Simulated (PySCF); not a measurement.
Se(H)(iPr) (C3H8Se), SMILES CC(C)[SeH].

The structure is a stationary point at PBE-D3(BJ)/def2-SVP. Other conformers were not sampled.

Level of theory: PBE-D3(BJ)/def2-SVP (PySCF).

Frequencies are harmonic and unscaled.

```
mode  ν (cm⁻¹)  IR (km/mol)  moving atoms (share of kinetic energy)
----  --------  -----------  --------------------------------------
1          168          5.9                                  H 97 %
2          240          0.5                          H 79 %, C 16 %
3          252          0.6                  H 71 %, C 21 %, Se 8 %
4          259          0.2                          H 54 %, C 41 %
5          287          0.2                 H 49 %, C 35 %, Se 17 %
6          388          0.8                          C 57 %, H 42 %
7          539          1.6                  C 62 %, H 29 %, Se 9 %
8          743          3.1                                  H 94 %
9          883          1.7                          C 61 %, H 39 %
10         900          1.8                          H 86 %, C 14 %
11         932          0.3                          H 71 %, C 29 %
12        1008          2.9                          H 79 %, C 21 %
13        1118          0.4                          C 58 %, H 42 %
14        1132         20.6                          C 54 %, H 46 %
15        1190         35.6                          H 73 %, C 27 %
16        1294          0.4                          H 75 %, C 25 %
17        1338          9.8                          H 70 %, C 30 %
18        1348          3.8                          H 79 %, C 21 %
19        1405          3.2                                  H 96 %
20        1406          0.2                                  H 97 %
21        1418         10.6                                  H 96 %
22        1428          6.2                                  H 96 %
23        2350         27.0                                  H 99 %
24        2956         26.2                                  H 97 %
25        2965         19.9                                  H 97 %
26        3009          4.2                                  H 92 %
27        3044         11.7                           H 91 %, C 9 %
28        3051         19.3                           H 91 %, C 9 %
29        3066         10.3                           H 91 %, C 9 %
30        3070         16.3                           H 91 %, C 9 %
```
